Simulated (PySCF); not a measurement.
# C₆ coefficients of unlike pairs at UHF

Calculated with PySCF 2.14 from the dipole response of each species, C₆(A,B) = (3/π) ∫ α_A(iu) α_B(iu) du, in atomic units, from isotropic polarisabilities. For ions this is the dispersion term alone; charge-induced terms of lower order in 1/R come first.

| species | configuration | basis | relativity | α (bohr³) | C₆ (like pair) |
| --- | --- | --- | --- | --- | --- |
| Cd | [Kr] 4d10 5s2 (1S) | x2c-TZVPPall with one added diffuse shell each of s, p, d, f type (9s7p7d3f1g) | spin-free X2C | 63.61 | 613.7 |
| Re⁺ | [Xe] 4f14 5d5 6s1 (7S) | def2-QZVPPD with the def2 core potential (60 electrons) (7s6p4d4f2g) | core potential | 37.87 | 325.2 |
| S | [Ne] 3s2 3p4 (3P) | aug-cc-pCVTZ-DK (8s7p5d3f) | spin-free X2C | 18.93 | 129.7 |
| Ge | [Ar] 3d10 4s2 4p2 (3P) | def2-TZVPPD (7s5p5d1f) | none | 38.98 | 335.2 |

Problem. Estimate C₆ for Re⁺ with Cd.

Solution. The integral gives 438.9. The combination rule 2 C_A C_B / (C_A α_B/α_A + C_B α_A/α_B) gives 437.9 and the geometric mean 446.8.

No spin-orbit coupling is included.

The other pairs:

| pair | C₆ |
| --- | --- |
| Ge, Re⁺ | 327.9 |
| S, Re⁺ | 202.3 |
| S, Cd | 264.8 |
| Ge, Cd | 447.3 |
| Ge, S | 203.2 |
